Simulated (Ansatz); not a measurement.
A structure relaxed at PBE-D4/def2-SVP in Ansatz, charge 1, doublet:

```csv
atom,x (Å),y (Å),z (Å)
Ca1,2.9364,-0.1035,2.1556
Ca2,-3.5518,-1.4097,-2.9227
Ca3,2.0917,3.0030,1.7690
Ca4,-1.6130,-0.4689,0.5517
Ca5,0.2901,-0.3715,-2.4348
Si6,-1.4634,-2.3617,-1.5973
Si7,0.2235,0.8685,2.3409
Si8,1.0865,0.8437,0.1377
```

(1) Give its formula.

(2) Summarise the bond lengths by kind (pairs closer than 1.2 times the sum of covalent radii, bridged metal pairs left out).

## Answers

(1) Ca₅Si₃⁺.

(2) 10 × Ca–Si 2.65 to 3.03 Å; 4 × Ca–Ca 3.24 to 4.09 Å; 1 × Si–Si 2.37 Å.

Another isomer (doublet) lies 2.38 eV lower at PBE0-D4/def2-TZVP; other spin states weren't run for this one.
